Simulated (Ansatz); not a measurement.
`O=C=[N][AlH2]` + `N[SiH2][SiH3]` → `[AlH2][NH][SiH2][SiH3]` + `N=C=O`  (ligand exchange at the Al–N bond)

Isolated molecules relaxed with PBE0-D4/def2-TZVP in Ansatz; ΔE leaves out vibrations. CCSD(T)/CBS is the MP2 limit (def2-TZVPP, def2-QZVPP) plus CCSD(T) − MP2 in def2-TZVPP, frozen cores. This one scheme is used for every species. Functionals use def2-TZVPP. B3LYP here is the variant with VWN-RPA as its local correlation; programs differ in this. Each species was taken in one conformer, which may not be the lowest.

`O=C=[N][AlH2]`:

```xyz
6

O     1.857   -2.222   -0.031
C     1.111   -1.326   -0.019
N     0.346   -0.408   -0.008
Al   -0.793    0.947    0.014
H    -0.343    2.286   -0.684
H    -2.178    0.722    0.728
```

`N[SiH2][SiH3]`:

Cartesian coordinates in Å:
```
N 1.185 1.317 -0.251
Si 0.732 -0.192 0.449
Si -1.485 -0.656 -0.142
H 1.025 1.479 -1.232
H 2.034 1.770 0.049
H 0.866 -0.057 1.925
H 1.573 -1.366 0.053
H -1.640 -0.604 -1.624
H -2.425 0.330 0.456
H -1.866 -2.020 0.315
```

`[AlH2][NH][SiH2][SiH3]`:

```xyz
12

Al    1.058   -1.130    2.142
N     0.754    0.153    0.941
Si    0.541    0.023   -0.772
Si   -1.559    0.815   -1.453
H     1.184   -2.616    1.619
H     1.180   -0.695    3.659
H     0.674    1.095    1.304
H     0.672   -1.418   -1.120
H     1.590    0.773   -1.525
H    -1.701    0.773   -2.935
H    -1.742    2.226   -1.009
H    -2.650    0.001   -0.849
```

`N=C=O`:

Cartesian coordinates in Å:
```
N -0.596 0.075 -0.474
C 0.457 -0.169 0.064
O 1.507 -0.465 0.461
H -1.368 0.560 -0.051
```

```json
{"level": "r2SCAN", "ΔE (kJ/mol)": "38.9"}
{"level": "B3LYP", "ΔE (kJ/mol)": "44.9"}
```

(1) What does CCSD(T)/CBS give? (Estimate.)

Largest T1 diagnostic among the species: 0.018.

## Answers

(1) Computed: +39.2 kJ/mol. The listed levels differ from it by -0.3, 5.7 kJ/mol.

In def2-TZVPP, CCSD(T) changes the Hartree–Fock value by −21.9 kJ/mol (the triples alone add −3.9 kJ/mol) and MP2 by −19.8 kJ/mol. From PBE to PBE0 (25 % exact exchange), in def2-TZVPP and without D4, ΔE moves by +5.8 kJ/mol.
